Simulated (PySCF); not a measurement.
Job file and geometry (Å, from GFN2-xTB) of an NMR shielding run on SMILES [SiH2]1CC(B[Si@@H](C#C)F)C1, C$_{5}$H$_{10}$BFSi$_{2}$, GIAO PBE0/pcSseg-1 NMR shielding, non-relativistic, gas phase (PySCF); density fitting, a coarse starting grid and PySCF grid level 2 are the driver's defaults:

```
$ OMP_NUM_THREADS=1 python probes_run.py task.json out

{"job": {"kind": "nmr", "xc": "PBE0", "basis": "pcSseg-1"}, "charge": 0, "multiplicity": 1}
C      3.347805     1.316743    -0.296444
C      2.871958     0.261497     0.028189
Si     2.061060    -1.341958     0.512780
F      2.540469    -1.552200     2.062030
B      0.110843    -1.303696     0.392689
C     -0.589191    -0.340351    -0.596030
C     -2.104717    -0.446862    -0.891459
Si    -2.462254     1.095810     0.166805
C     -0.588104     0.831000     0.456656
H      3.784164     2.233252    -0.575847
H      2.827911    -2.390476    -0.175262
H     -0.571947    -1.944700     1.104821
H     -0.045003    -0.030945    -1.487426
H     -2.535070    -1.375738    -0.521929
H     -2.337351    -0.384100    -1.952586
H     -2.772321     2.325944    -0.562470
H     -3.311891     0.940162     1.347906
H      0.120692     1.618310     0.214329
H     -0.356854     0.497558     1.472499
```

Task: Write the output of this run.

Result: 
```
coarse grid: 17056 points
cycle   1  E = -899.3400088666  dE =  8.973e-01  |g| = 7.064e-01  |ddm| = 4.061e+00
cycle   2  E = -899.2569811065  dE =  8.303e-02  |g| = 1.002e+00  |ddm| = 1.786e+00
cycle   3  E = -899.4435445805  dE = -1.866e-01  |g| = 1.029e-01  |ddm| = 1.104e+00
cycle   4  E = -899.4453908488  dE = -1.846e-03  |g| = 4.395e-02  |ddm| = 1.265e-01
cycle   5  E = -899.4457058324  dE = -3.150e-04  |g| = 2.709e-02  |ddm| = 5.029e-02
cycle   6  E = -899.4458879243  dE = -1.821e-04  |g| = 4.210e-03  |ddm| = 2.073e-02
cycle   7  E = -899.4458918786  dE = -3.954e-06  |g| = 1.421e-03  |ddm| = 5.603e-03
final grid: 156424 points
cycle   8  E = -899.5046921244  dE = -3.870e-05  |g| = 9.027e-03  |ddm| = 3.731e-02
cycle   9  E = -899.5046702199  dE =  2.190e-05  |g| = 1.285e-02  |ddm| = 2.168e-02
cycle  10  E = -899.5047140043  dE = -4.378e-05  |g| = 1.129e-03  |ddm| = 1.297e-02
cycle  11  E = -899.5047142075  dE = -2.031e-07  |g| = 6.567e-04  |ddm| = 1.203e-03
cycle  12  E = -899.5047143127  dE = -1.052e-07  |g| = 1.454e-04  |ddm| = 5.274e-04
cycle  13  E = -899.5047143180  dE = -5.294e-09  |g| = 3.656e-05  |ddm| = 1.534e-04
cycle  14  E = -899.5047143183  dE = -2.947e-10  |g| = 1.158e-05  |ddm| = 4.446e-05
converged SCF energy = -899.5047143183

GIAO shielding tensors (ppm)
atom      isotropic    diamagn.    paramagn.     s11        s22        s33       span
  0 C       83.546     259.609    -176.063      0.553      7.889    242.196    241.643
  1 C       96.848     262.018    -165.170     -2.921      4.351    289.116    292.037
  2 Si     358.337     876.725    -518.388    260.861    368.386    445.763    184.901
  3 F      388.670     464.254     -75.585    347.987    377.018    441.004     93.017
  4 B       45.339     200.913    -155.574     -0.469     11.504    124.982    125.452
  5 C      151.067     255.283    -104.217    118.110    151.780    183.310     65.200
  6 C      171.698     252.502     -80.804    152.701    159.373    203.021     50.320
  7 Si     386.120     880.818    -494.698    344.144    392.169    422.047     77.903
  8 C      195.141     258.112     -62.972    153.291    192.081    240.050     86.759
  9 H       29.723      32.857      -3.133     24.406     25.411     39.353     14.948
 10 H       26.120      26.582      -0.462     22.707     24.845     30.809      8.102
 11 H       25.568      32.182      -6.614     20.979     26.797     28.927      7.948
 12 H       28.255      35.935      -7.681     23.365     28.540     32.859      9.493
 13 H       30.008      30.821      -0.813     26.015     27.737     36.271     10.256
 14 H       29.876      30.565      -0.689     25.957     27.285     36.385     10.428
 15 H       26.608      29.600      -2.992     23.957     24.428     31.439      7.481
 16 H       26.857      29.291      -2.434     23.831     24.434     32.308      8.476
 17 H       31.180      35.108      -3.927     25.205     27.631     40.705     15.499
 18 H       31.536      34.288      -2.752     27.914     30.685     36.010      8.095
```

Size and cost of the density-fitted run: 217 basis functions, 94 s wall time on 1 thread of an Arm Neoverse N1, shared host; peak memory 1.1 GiB.
